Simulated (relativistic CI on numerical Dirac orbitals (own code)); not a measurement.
# Slater and spin-orbit integrals, Re LXV

Computed by Dirac-Coulomb-Breit CI, orbitals from a KLI potential per configuration, model QED (radiative potential, 1s self-energy scaled to tabulated hydrogen-like ionisation energies), unscaled Slater integrals (own radial code, finite nucleus).

Slater integrals F^k, G^k are unscaled and averaged over j, outside the closed core [Ne]; ζ comes from projecting the Hamiltonian with its Breit term on Σ l·s of the shell.

- 3p: ζ(3p) = 2.1397e+06 cm⁻¹; <r>(3p) = 0.1752, <r^2>(3p) = 0.03558 (bohr units).
- 3d: ζ(3d) = 290670 cm⁻¹; <r>(3d) = 0.1546, <r^2>(3d) = 0.0275 (bohr units).
- 4p: ζ(4p) = 876340 cm⁻¹; <r>(4p) = 0.3299, <r^2>(4p) = 0.1239 (bohr units).

Averages of the first 10 configurations, taken without configuration mixing, which lowers the lowest level and can move excited configurations by several eV; other configurations of the list can lie among them:

```csv
Configuration,Parity,States,Average energy above the lowest level (eV)
3s,even,2,0.0
3p,odd,6,428.8
3d,even,10,805.8
4s,even,2,3360.0
4p,odd,6,3536.2
4d,even,10,3686.0
4f,odd,14,3749.1
5s,even,2,4854.6
5p,odd,6,4943.0
5d,even,10,5017.7
```
